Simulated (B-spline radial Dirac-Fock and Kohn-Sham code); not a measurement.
# What relativity does to the binding energies of Ba⁴⁰⁺

System: Ba⁴⁰⁺, [Ne] 3s2 3p4.

Both columns are ΔSCF binding energies of the configuration average from a B-spline atomic structure program: non-relativistic Hartree-Fock with a point nucleus, and Dirac-Fock with a finite nucleus and the Coulomb interaction alone, averaged over the two j levels with weights 2j+1.

| shell | Hartree-Fock (eV) | Dirac-Fock (eV) | shift (eV) | shift (%) |
| --- | --- | --- | --- | --- |
| 1s | 38325.5 | 40029.7 | +1704.21 | +4.45 |
| 2s | 7896.1 | 8349.4 | +453.24 | +5.74 |
| 3s | 3083.6 | 3215.8 | +132.17 | +4.29 |
| 3p | 2970.6 | 3026.2 | +55.62 | +1.87 |

Relativity binds 1s, 2s, 3s, 3p more strongly, among those listed most of all 2s in relative terms.

Values without a named source are computed, but for edge energies of neutral atoms, which are taken from tables.
